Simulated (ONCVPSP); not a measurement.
# PBE ONCV dataset for Lu (Z = 71), scalar-relativistic all-electron reference.

Input for ONCVPSP 4.0.1:

```
# ATOM AND REFERENCE CONFIGURATION
# atsym  z   nc   nv     iexc    psfile
  Lu 71.00   10    4        4      upf
#
#   n    l    f
    1    0    2.00
    2    0    2.00
    2    1    6.00
    3    0    2.00
    3    1    6.00
    3    2   10.00
    4    0    2.00
    4    1    6.00
    4    2   10.00
    4    3   14.00
    5    0    2.00
    5    1    6.00
    5    2    1.00
    6    0    2.00
#
# PSEUDOPOTENTIAL AND OPTIMIZATION
# lmax
    2
#
#   l,   rc,      ep,       ncon, nbas, qcut
    0    2.30    0.00    3    7    6.70
    1    2.05    0.00    4    7    5.70
    2    3.15    0.00    3    8    4.90
#
# LOCAL POTENTIAL
# lloc, lpopt,  rc(5),   dvloc0
    4    5    1.35    3.00
#
# VANDERBILT-KLEINMAN-BYLANDER PROJECTORs
# l, nproj, debl
    0    2    3.90
    1    2    2.60
    2    3    2.80
#
# MODEL CORE CHARGE
# icmod, fcfact, rcfact
    0    0.00    0.00
#
# LOG DERIVATIVE ANALYSIS
# epsh1, epsh2, depsh
   -4.00    5.00    0.02
#
# OUTPUT GRID
# rlmax, drl
    6.00    0.01
#
# TEST CONFIGURATIONS
# ncnf
    4
# nvcnf
#   n    l    f
    4
    5    0    2.00
    5    1    6.00
    5    2    1.00
    6    0    1.00
#
    4
    5    0    2.00
    5    1    6.00
    5    2    1.00
    6    0    0.00
#
    4
    5    0    2.00
    5    1    6.00
    5    2    0.00
    6    0    0.00
#
    5
    5    0    2.00
    5    1    6.00
    5    2    1.00
    6    0    0.00
    6    1    1.00
#
```

Command:

```bash
oncvpsp.x < Lu.dat > Lu.out
```

Output (shortened: citation, most of the input echo, consistency checks and plot data are left out):

```
ONCVPSP  (Optimized Norm-Conservinng Vanderbilt PSeudopotential)
scalar-relativistic version 4.0.1

#   n    l    f        energy (Ha)
    1    0    2.00    -2.3242682E+03
    2    0    2.00    -3.9564222E+02
    2    1    6.00    -3.4802735E+02
    3    0    2.00    -8.9661796E+01
    3    1    6.00    -7.5375776E+01
    3    2   10.00    -5.8237787E+01
    4    0    2.00    -1.7849423E+01
    4    1    6.00    -1.3162819E+01
    4    2   10.00    -7.0527453E+00
    4    3   14.00    -3.5366993E-01
    5    0    2.00    -2.2438844E+00
    5    1    6.00    -1.1635432E+00
    5    2    1.00    -6.4294425E-02
    6    0    2.00    -1.7122821E-01

Reference configufation results
  iterations    40
  all-electron total energy (Ha)   -1.45633443D+04

Begin loop to  construct optimized pseudo wave functions
and semi-local pseudopoentials for all angular momenta

Calculating optimized projector #   1

 for l=   0

    Fraction of norm inside rc  0.989015
    Optimizing pswf for qcut=   6.70 a_B^-1,  ecut=  22.43 Ha
    Residual kinetic energy error=  1.19D-08 Ha

    Energy error per electron        Cutoff
         Ha          eV             Ha
         0.01000     0.27211        4.46
         0.00100     0.02721       11.61
         0.00010     0.00272       14.89
         0.00001     0.00027       17.31

Calculating optimized projector #   2

 for l=   0

    Fraction of norm inside rc  0.127047
    Optimizing pswf for qcut=   6.70 a_B^-1,  ecut=  22.43 Ha
    Residual kinetic energy error=  8.33D-09 Ha

    Energy error per electron        Cutoff
         Ha          eV             Ha
         0.01000     0.27211        3.31
         0.00100     0.02721       10.21
         0.00010     0.00272       13.95
         0.00001     0.00027       16.70

   Wellstate for l =  1  n =  7
     eigenvalue =   1.4365
     asymptotic potential =   1.9365
     half-point radius =  4.0309

Calculating optimized projector #   1

 for l=   1

    Fraction of norm inside rc  0.900523
    Optimizing pswf for qcut=   5.69 a_B^-1,  ecut=  16.21 Ha
    Residual kinetic energy error=  2.77D-06 Ha

    Energy error per electron        Cutoff
         Ha          eV             Ha
         0.01000     0.27211        7.25
         0.00100     0.02721        9.32
         0.00010     0.00272       11.02
         0.00001     0.00027       12.47

Calculating optimized projector #   2

 for l=   1

    Fraction of norm inside rc  0.132504
    Optimizing pswf for qcut=   5.69 a_B^-1,  ecut=  16.21 Ha
    Residual kinetic energy error=  8.38D-05 Ha

    Energy error per electron        Cutoff
         Ha          eV             Ha
         0.01000     0.27211        6.83
         0.00100     0.02721        9.02
         0.00010     0.00272       15.82
         0.00001     0.00027       41.66

   Wellstate for l =  2  n =  9
     eigenvalue =   2.7357
     asymptotic potential =   3.2357
     half-point radius =  6.0209

   Wellstate for l =  2  n = 10
     eigenvalue =   5.5357
     asymptotic potential =   6.0357
     half-point radius =  5.0584

Calculating optimized projector #   1

 for l=   2

    Fraction of norm inside rc  0.648669
    Optimizing pswf for qcut=   4.89 a_B^-1,  ecut=  11.97 Ha
    Residual kinetic energy error=  1.47D-07 Ha

    Energy error per electron        Cutoff
         Ha          eV             Ha
         0.01000     0.27211        5.72
         0.00100     0.02721        7.58
         0.00010     0.00272        8.96
         0.00001     0.00027       10.30

Calculating optimized projector #   2

 for l=   2

    Fraction of norm inside rc  0.155856
    Optimizing pswf for qcut=   4.89 a_B^-1,  ecut=  11.97 Ha
    Residual kinetic energy error=  2.03D-05 Ha

    Energy error per electron        Cutoff
         Ha          eV             Ha
         0.01000     0.27211        8.17
         0.00100     0.02721        9.96
         0.00010     0.00272       11.32
         0.00001     0.00027       14.27

Calculating optimized projector #   3

 for l=   2

    Fraction of norm inside rc  0.171093
    Optimizing pswf for qcut=   4.89 a_B^-1,  ecut=  11.97 Ha
    Residual kinetic energy error=  1.31D-03 Ha

    Energy error per electron        Cutoff
         Ha          eV             Ha
         0.01000     0.27211       10.06
         0.00100     0.02721       13.63
         0.00010     0.00272       39.90
         0.00001     0.00027       64.15

Construct Vanderbilt / Kleinmman-Bylander projectors

B matrix Hermiticity error, ll=   0
   1   2    2.0851E-04

  Orthonormal projector coefficients  5.5315E+00  7.8536E-01

B matrix Hermiticity error, ll=   1
   1   2   -3.0175E-04

  Orthonormal projector coefficients  3.6886E+00  6.2591E-01

B matrix Hermiticity error, ll=   2
   1   2   -9.0337E-05
   1   3    2.6754E-04
   2   3    1.4016E-04

  Orthonormal projector coefficients  2.2848E+00 -1.2602E+00 -2.6286E-01

Pseudoatom total energy  -41.839570

Diagnostic tests using Vanderbilt-Kleinman-Bylander pseudopotentials
  1 or more projectors used as specified by nproj input data

   l    rcore       rmatch      e in        delta e   norm test  slope test

   0   2.3079411   2.3780152  -2.2438844   0.0000010   1.0001740   1.0001562
   0   2.3079411   2.3780152  -0.1712282   0.0000014   1.0000233   1.0000075

   1   2.0599804   2.1225259  -1.1635432  -0.0000003   1.0001112   1.0001150
   1   2.0599804   2.1225259   1.4364568   0.0000297   1.0002071   1.0002071

   2   3.1500665   3.2457093  -0.0642944  -0.0000040   0.9999593   0.9999123
   2   3.1500665   3.2457093   2.7357056   0.0000432   1.0001837   1.0001837
   2   3.1500665   3.2457093   5.5357056  -0.0000613   0.9998484   0.9998484

 Testing for bound ghosts
   n   l    E NL Schr. Eq   E Basis Diag.   E Cutoff

   1   0       -2.243883       -2.243850     36.00
   2   0       -0.171227       -0.158433     36.00

   2   1       -1.163544       -1.163530     52.74

   3   2       -0.064298       -0.063169     44.64

 Testing for highly-localized positive-energy ghosts
       l    <radius>/rc     E Basis Diag.   E Cutoff

Test configuration 0

   n   l     f        eae           eps        diff
   1   0  2.0000-2324.26820613
   2   0  2.0000 -395.64221708
   2   1  6.0000 -348.02734846
   3   0  2.0000  -89.66179606
   3   1  6.0000  -75.37577554
   3   2 10.0000  -58.23778677
   4   0  2.0000  -17.84942303
   4   1  6.0000  -13.16281919
   4   2 10.0000   -7.05274527
   4   3 14.0000   -0.35366993
   5   0  2.0000   -2.24388440   -2.24388342    9.77D-07
   5   1  6.0000   -1.16354316   -1.16354350   -3.43D-07
   5   2  1.0000   -0.06429442   -0.06429846   -4.04D-06
   6   0  2.0000   -0.17122821   -0.17122678    1.44D-06

    Total energies and differences
      AE_ref= -1.45633443D+04  AE_tst= -1.45633443D+04  dif=  0.00D+00
      PS_ref= -4.18395699D+01  PS_tst= -4.18395699D+01  dif=  2.34D-13
      PSP excitation error= -2.34D-13

Test configuration 1

   n   l     f        eae           eps        diff
   1   0  2.0000-2324.51635311
   2   0  2.0000 -395.88900639
   2   1  6.0000 -348.27421229
   3   0  2.0000  -89.90819034
   3   1  6.0000  -75.62217856
   3   2 10.0000  -58.48417305
   4   0  2.0000  -18.09594391
   4   1  6.0000  -13.40936529
   4   2 10.0000   -7.29926503
   4   3 14.0000   -0.60010037
   5   0  2.0000   -2.49061525   -2.49391086   -3.30D-03
   5   1  6.0000   -1.41031480   -1.41251745   -2.20D-03
   5   2  1.0000   -0.28920603   -0.28952755   -3.22D-04
   6   0  1.0000   -0.37522948   -0.37486181    3.68D-04

    Total energies and differences
      AE_ref= -1.45633443D+04  AE_tst= -1.45630736D+04  dif=  2.71D-01
      PS_ref= -4.18395699D+01  PS_tst= -4.15689337D+01  dif=  2.71D-01
      PSP excitation error=  7.29D-05

Test configuration 2

   n   l     f        eae           eps        diff
   1   0  2.0000-2324.81237825
   2   0  2.0000 -396.18303970
   2   1  6.0000 -348.56837581
   3   0  2.0000  -90.20111884
   3   1  6.0000  -75.91512588
   3   2 10.0000  -58.77716856
   4   0  2.0000  -18.38923957
   4   1  6.0000  -13.70277486
   4   2 10.0000   -7.59274822
   4   3 14.0000   -0.89339711
   5   0  2.0000   -2.78461510   -2.79367062   -9.06D-03
   5   1  6.0000   -1.70270275   -1.70874587   -6.04D-03
   5   2  1.0000   -0.55354634   -0.55402340   -4.77D-04

    Total energies and differences
      AE_ref= -1.45633443D+04  AE_tst= -1.45625856D+04  dif=  7.59D-01
      PS_ref= -4.18395699D+01  PS_tst= -4.10816407D+01  dif=  7.58D-01
      PSP excitation error=  7.74D-04

Test configuration 3

psatom: WARNING lschvkbb convergence error n,l,iter=   3   2   3
ea(ii),et,emin,emax -6.429846E-02 -7.072831E-02 -7.072831E-02 -7.072831E-02
run_config: WARNING for fully non-local PS atom, stg. 1
 WARNING no output for configuration 4

Test configuration 4

   n   l     f        eae           eps        diff
   1   0  2.0000-2324.57029115
   2   0  2.0000 -395.94234827
   2   1  6.0000 -348.32754855
   3   0  2.0000  -89.96124717
   3   1  6.0000  -75.67523551
   3   2 10.0000  -58.53725503
   4   0  2.0000  -18.14927155
   4   1  6.0000  -13.46274184
   4   2 10.0000   -7.35267963
   4   3 14.0000   -0.65351664
   5   0  2.0000   -2.54481148   -2.55121304   -6.40D-03
   5   1  6.0000   -1.46355282   -1.46785436   -4.30D-03
   5   2  1.0000   -0.32998108   -0.33032196   -3.41D-04
   6   1  1.0000   -0.24761357   -0.24756106    5.25D-05

    Total energies and differences
      AE_ref= -1.45633443D+04  AE_tst= -1.45629175D+04  dif=  4.27D-01
      PS_ref= -4.18395699D+01  PS_tst= -4.14130089D+01  dif=  4.27D-01
      PSP excitation error=  2.22D-04
```

The run took about 6 s on one core of a shared server CPU.
